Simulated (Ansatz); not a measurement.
Ag2Cl2⁺, relaxed as a quartet with UKS r2SCAN-D4/def2-SVP in Ansatz, starting from the r2SCAN-D4/def2-SVP geometry of the charge +1 doublet. Force threshold 0.02 eV/Å.

In the def2 sets Ag takes a core potential; there is no spin–orbit coupling. At r2SCAN-D4/def2-SVP a doublet of charge 1 lies 3.66 eV below the quartet, each at its own geometry. The structure comes from a short search, and lower isomers may exist.

Start:

```xyz
4

Ag    1.148   -0.279    1.076
Ag   -1.147    0.280   -1.077
Cl   -0.644    1.379    1.045
Cl    0.643   -1.380   -1.044
```

```
step  energy (eV)  largest force component (eV/Å)  SCF passes
   1  -33026.6906                           1.139         125
   2  -33027.0212                           0.448          45
   3  -33027.0993                           0.413          41
   4  -33027.2391                           0.155          42
   5  -33027.2572                           0.156          38
   6  -33027.2620                           0.048          37
   7  -33027.2623                           0.002          40
```

Force components are those of the run's own axes.

End:

```xyz
4

Ag    1.527   -0.372    1.432
Ag   -1.527    0.372   -1.432
Cl   -0.484    1.038    0.786
Cl    0.485   -1.038   -0.786
```

By distances, no bond broke or formed, bridged metal pairs apart. The bond that changes most is Ag2–Cl3, from 2.44 to 2.54 Å (atoms count from 1). Metal–metal contacts that move far: Ag1–Ag2 3.20 to 4.25 Å.

No frequencies were taken in this run, so the end may be a saddle point.

Hardware: 4 threads of Arm Neoverse N1 on a shared host. Wall time 98 s.
